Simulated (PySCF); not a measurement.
O3Sn, SMILES [O]=[Sn]1[O][O]1.

Geometry optimised at B3LYP-D3(BJ)/def2-SVP. The def2 effective core potentials stand for the cores of Sn; spin–orbit coupling is left out.

Method: TDDFT-PBE/def2-SVPD (PySCF 2.14.0).

Vertical excitations. The molecule is in vacuum. State labels are in the subgroup C2v.

**Question.** Estimate the UV-visible absorptions. (Estimate from the structure and the level; the computed values follow.)

**Answer.** 
| state | symmetry | energy (eV) | λ (nm) | f | main pairs |
|---|---|---|---|---|---|
| S1 | A2 | 1.58 | 785 | 0.000 | HOMO→LUMO 100 % |
| S2 | B2 | 2.67 | 465 | 0.004 | HOMO−1→LUMO 96 % |
| S3 | B1 | 3.20 | 388 | 0.009 | HOMO−2→LUMO 90 % |
| S4 | B1 | 3.23 | 384 | 0.000 | HOMO→LUMO+1 90 % |
| S5 | B2 | 3.40 | 365 | 0.001 | HOMO→LUMO+2 82 %, HOMO−3→LUMO 15 % |
| S6 | A1 | 3.85 | 322 | 0.002 | HOMO−1→LUMO+1 96 % |
| S7 | B2 | 3.89 | 319 | 0.004 | HOMO−3→LUMO 84 %, HOMO→LUMO+2 13 % |
| S8 | A2 | 4.11 | 301 | 0.000 | HOMO−1→LUMO+2 99 % |
| S9 | A2 | 4.28 | 289 | 0.000 | HOMO−2→LUMO+1 99 % |
| S10 | B1 | 4.55 | 273 | 0.000 | HOMO→LUMO+3 92 % |
| T1 | A2 | 1.31 | 946 | 0 | HOMO→LUMO 100 % |
| T2 | B2 | 1.90 | 651 | 0 | HOMO−1→LUMO 99 % |
| T3 | B1 | 2.16 | 573 | 0 | HOMO→LUMO+1 99 % |
| T4 | B1 | 2.51 | 494 | 0 | HOMO−2→LUMO 99 % |
Triplets are in the Tamm–Dancoff approximation, which puts them higher than full response would, so one can lie above its singlet here.
